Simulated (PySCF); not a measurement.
## UHF on He (helium, neutral)

Configuration: 1s2, closed-shell 1S. Computed with PySCF 2.14 in aug-cc-pVDZ-DK (3s2p, 9 functions), with scalar relativity by spin-free X2C-1e.

- Total energy: -2.855797 hartree
- One-electron energy: -3.8773 hartree
- Hartree (Coulomb) energy: 2.0431 hartree
- Exchange energy: -1.0215 hartree
- ⟨S²⟩: 0.0000
- ⟨L²⟩: 0.000
- Sum of ⟨r⟩: 1.864 bohr
- Sum of ⟨r²⟩: 2.394 bohr²
- Langevin diamagnetic susceptibility: -1.90 ×10⁻⁶ cm³/mol
- Time after the integrals: 0.05 s of wall time on 1 thread of Neoverse-N1 (shared host)

| shell | electrons | mean orbital energy (eV) | rms radius, mean of both spins (bohr) |
| --- | --- | --- | --- |
| 1s | 2 | -24.956 | 1.09 |
